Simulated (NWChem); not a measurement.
System: CH7NOSi; SMILES C[Si@@H](O)N

Output (shortened):

```
             Northwest Computational Chemistry Package (NWChem) 7.3.0
             --------------------------------------------------------

                             Geometry "geometry" -> ""
                             -------------------------

 Output coordinates in angstroms (scale by  1.889725989 to convert to a.u.)

  No.       Tag          Charge          X              Y              Z
 ---- ---------------- ---------- -------------- -------------- --------------
    1 C                    6.0000    -0.34009700     1.69695500    -0.18396300
    2 Si                  14.0000    -0.09039500    -0.07906700     0.34994800
    3 N                    7.0000     1.48772700    -0.54206900    -0.18599700
    4 O                    8.0000    -1.22290600    -1.12650500    -0.28878300
    5 H                    1.0000    -0.17209300     1.82198400    -1.26571400
    6 H                    1.0000     0.34770300     2.37410800     0.34802400
    7 H                    1.0000    -1.36778800     2.02242400     0.03939500
    8 H                    1.0000    -0.32503900    -0.20899800     1.81826200
    9 H                    1.0000     1.91281400    -1.40911400     0.12286300
   10 H                    1.0000     2.19295400     0.16466900    -0.35880200
   11 H                    1.0000    -1.09940300    -1.32322800    -1.22255200

 Effective nuclear repulsion energy (a.u.)     181.5671090749

                                 NWChem DFT Module
                                 -----------------

 Summary of "ao basis" -> "ao basis" (spherical)
 ------------------------------------------------------------------------------
       Tag                 Description            Shells   Functions and Types
 ---------------- ------------------------------  ------  ---------------------
 C                          def2-svp                 6       14   3s2p1d
 Si                         def2-svp                 8       18   4s3p1d
 N                          def2-svp                 6       14   3s2p1d
 O                          def2-svp                 6       14   3s2p1d
 H                          def2-svp                 3        5   2s1p

 in cosmo_initialize ...
 calling solv_data for solv:dmf

 solvent parameters
 solvname_short: dmf
 solvname_long:  N,N-dimethylformamide
 dielec:       37.2190
 dielecinf:     2.0463
 nonaqueous SMD model solvent descriptors
 dielec:       37.2190
 sola:          0.0000
 solb:          0.7400
 solc:          0.0000
 solg:         49.5600
 solh:          0.0000
 soln:          1.4305

          ---------------
          -cosmo- solvent
          ---------------
 Cosmo: York-Karplus, doi: 10.1021/jp992097l
 dielectric constant -eps-     =  37.22
 screen = (eps-1)/(eps    )    =   0.97313
 surface charge correction     = lagrangian

   van der Waals surface
 --------------------------

[...]

                                COSMO-SMD solvation results
                                ---------------------------

             internal energy in gas <Psi(g)|H|Psi(g)> =      -461.547706263229
         internal energy in solvent <Psi(s)|H|Psi(s)> =      -461.546892809671
                               delta internal energy  =         0.000813453559 (    0.51 kcal/mol)
   total free energy in solvent <Psi(s)|H+V/2|Psi(s)> =      -461.556399164950
 polarization energy contribution <Psi(s)|V/2|Psi(s)> =        -0.009506355279 (   -5.97 kcal/mol)
    total free energy in solvent including G(SMD-CDS) =      -461.555278428628
                       G(SMD-CDS) energy contribution =         0.001120736322 (    0.70 kcal/mol)
     1 M fixed-concentration free energy of solvation =        -0.007572165398 (   -4.75 kcal/mol)

                       DFT Final Molecular Orbital Analysis
                       ------------------------------------

 Vector   19  Occ=2.000000D+00  E=-3.999054D-01
              MO Center= -5.8D-01, -6.0D-01,  1.3D-01, r^2= 2.8D+00
   Bfn.  Coefficient  Atom+Function         Bfn.  Coefficient  Atom+Function
  ----- ------------  ---------------      ----- ------------  ---------------
    50      0.395455   4 O  px               53      0.297549   4 O  px
    51     -0.226619   4 O  py               76      0.218450   8 H  s
    36     -0.197862   3 N  px               54     -0.169881   4 O  py
    77      0.164464   8 H  s                24      0.136197   2 Si pz
    35     -0.128208   3 N  s                39      0.120910   3 N  px

 Vector   20  Occ=2.000000D+00  E=-3.521176D-01
              MO Center= -3.3D-01,  3.3D-01,  8.4D-03, r^2= 3.2D+00
   Bfn.  Coefficient  Atom+Function         Bfn.  Coefficient  Atom+Function
  ----- ------------  ---------------      ----- ------------  ---------------
     5      0.342312   1 C  py               51      0.307649   4 O  py
    54      0.247488   4 O  py                8      0.229126   1 C  py
     3     -0.196011   1 C  s                23     -0.179399   2 Si py
    76      0.149231   8 H  s                38     -0.144182   3 N  pz
    41      0.130771   3 N  pz               52     -0.127576   4 O  pz

 Vector   21  Occ=2.000000D+00  E=-3.151392D-01
              MO Center=  1.1D+00, -4.6D-01, -7.7D-03, r^2= 2.1D+00
   Bfn.  Coefficient  Atom+Function         Bfn.  Coefficient  Atom+Function
  ----- ------------  ---------------      ----- ------------  ---------------
    38      0.490800   3 N  pz               41     -0.427137   3 N  pz
    77      0.218657   8 H  s                76      0.177511   8 H  s
    37      0.123234   3 N  py               50     -0.119969   4 O  px
    40     -0.114077   3 N  py               35      0.103850   3 N  s
    36      0.095708   3 N  px               53     -0.095696   4 O  px

 Vector   22  Occ=0.000000D+00  E= 9.253273D-02
              MO Center=  3.0D-01, -1.8D-01, -5.6D-01, r^2= 7.0D+00
   Bfn.  Coefficient  Atom+Function         Bfn.  Coefficient  Atom+Function
  ----- ------------  ---------------      ----- ------------  ---------------
     3      1.243141   1 C  s                35      0.915549   3 N  s
    18     -0.729890   2 Si s                49      0.625206   4 O  s
    92     -0.626521  11 H  s                67     -0.608866   6 H  s
    87     -0.569892  10 H  s                72     -0.470488   7 H  s
    82     -0.468523   9 H  s                62     -0.462449   5 H  s

 Vector   23  Occ=0.000000D+00  E= 1.124055D-01
              MO Center=  2.4D-01, -2.8D-01,  4.6D-02, r^2= 5.8D+00
   Bfn.  Coefficient  Atom+Function         Bfn.  Coefficient  Atom+Function
  ----- ------------  ---------------      ----- ------------  ---------------
    35      1.084535   3 N  s                25     -0.944219   2 Si px
    49     -0.731559   4 O  s                92      0.604954  11 H  s
    82     -0.467876   9 H  s                 3      0.448717   1 C  s
    87     -0.397740  10 H  s                18     -0.324743   2 Si s
    26     -0.282721   2 Si py               72     -0.222864   7 H  s

 Vector   24  Occ=0.000000D+00  E= 1.188511D-01
              MO Center= -9.4D-02,  6.5D-01,  1.4D-01, r^2= 6.5D+00
   Bfn.  Coefficient  Atom+Function         Bfn.  Coefficient  Atom+Function
  ----- ------------  ---------------      ----- ------------  ---------------
     3      2.478094   1 C  s                26     -1.144385   2 Si py
    62     -0.964928   5 H  s                72     -0.696180   7 H  s
    67     -0.614679   6 H  s                18     -0.588767   2 Si s
    35     -0.563559   3 N  s                82      0.339087   9 H  s
    87      0.246684  10 H  s                49     -0.222036   4 O  s

     Multipole analysis of the density
     ---------------------------------

     L   x y z        total         alpha         beta         nuclear
     -   - - -        -----         -----         ----         -------
     0   0 0 0     -0.000000    -21.000000    -21.000000     42.000000

     1   1 0 0      0.932349      1.586898      1.586898     -2.241447
     1   0 1 0      0.263379      0.405592      0.405592     -0.547805
     1   0 0 1     -0.537039      0.048267      0.048267     -0.633574

     2   2 0 0    -22.997423    -83.043747    -83.043747    143.090072
     2   1 1 0     -1.460664      1.149606      1.149606     -3.759876
     2   1 0 1      1.631491     -1.517878     -1.517878      4.667248
     2   0 2 0    -23.570369    -94.683842    -94.683842    165.797315
     2   0 1 1      0.982932     -0.674761     -0.674761      2.332454
     2   0 0 2    -24.157011    -29.034138    -29.034138     33.911265
```

Level: M06-2X/def2-SVP, SMD on the gas-phase geometry. The geometry was optimised at PBE0/def2-SVP. Solvent: N,N-dimethylformamide.

Problem. Which NWChem input produces such a log?

Solution. This is not unique; one that fits is the input that was run:
```
start job
memory heap 200 mb stack 900 mb global 1100 mb
geometry units angstroms noautosym nocenter noautoz
  C     -0.340097     1.696955    -0.183963
  Si    -0.090395    -0.079067     0.349948
  N      1.487727    -0.542069    -0.185997
  O     -1.222906    -1.126505    -0.288783
  H     -0.172093     1.821984    -1.265714
  H      0.347703     2.374108     0.348024
  H     -1.367788     2.022424     0.039395
  H     -0.325039    -0.208998     1.818262
  H      1.912814    -1.409114     0.122863
  H      2.192954     0.164669    -0.358802
  H     -1.099403    -1.323228    -1.222552
end
basis spherical
  * library def2-svp
end
dft
  xc m06-2x
  iterations 150
end
cosmo
  do_cosmo_smd true
  solvent dmf
end
task dft energy
```
